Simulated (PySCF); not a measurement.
**Dipole response of Rh (rhodium, neutral)**

[Kr] 4d8 5s1, high-spin 4F determinant. All numbers are calculated (PySCF 2.14, scalar relativity through the core potential, in def2-QZVPPD with the def2 core potential (28 electrons) (7s5p4d4f2g, 88 functions)). Coupled (time-dependent) response in atomic units; α is the mean over directions.

| method | mean α (bohr³) | C₆ (like pair) | S(−4) |
| --- | --- | --- | --- |
| LC-wPBE | 66.99 | 599.6 | 3372 |

S(−4) is the Cauchy moment in α(ω) = α(0) + S(−4) ω² + …

Reference α: 66 ± 10 bohr³ (recommended; Schwerdtfeger and Nagle, table of static dipole polarizabilities (2023 update)). Published C₆: 708.0 (Gould and Bucko (2016)).

Spin-orbit coupling is absent.

α(iu) at LC-wPBE:

| u (hartree) | α(iu) (bohr³) |
| --- | --- |
| 0 | 66.99 |
| 0.0500 | 59.73 |
| 0.100 | 46.38 |
| 0.200 | 27.84 |
| 0.300 | 19.01 |
| 0.500 | 11.41 |
| 0.750 | 7.472 |
| 1.00 | 5.434 |
| 1.50 | 3.335 |
| 2.00 | 2.271 |
| 3.00 | 1.244 |
| 5.00 | 0.5296 |

Energies and moments cover only the electrons outside the core potential.
